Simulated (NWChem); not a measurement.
System: CH₄SeZn; SMILES [CH3][Zn][SeH]

Program: NWChem. The geometry was optimised at PBE0/def2-SVP. One conformer.

Diagonal of the polarisability tensor at PBE0/def2-SVPD, static: 56.17, 96.01, 57.66 bohr³.

**Question.** Find the mean polarisability volume, the molar refraction, and the refractive index that an ideal gas of it would have at 273.15 K and 1 atm.

**Answer.** 
1. Mean: one third of the trace = 69.94 bohr³ × 0.14818 Å³/bohr³ = 10.36 Å³.
2. Molar refraction (Lorentz-Lorenz): (4π/3) N_A α = 26.1 cm³/mol.
3. Number density p/kT = 2.687 × 10⁻⁵ Å⁻³; n − 1 = 2π N α = 17.50 × 10⁻⁴.
4. These hold the electronic response alone: vibrational and orientational terms add to the static dielectric constant.
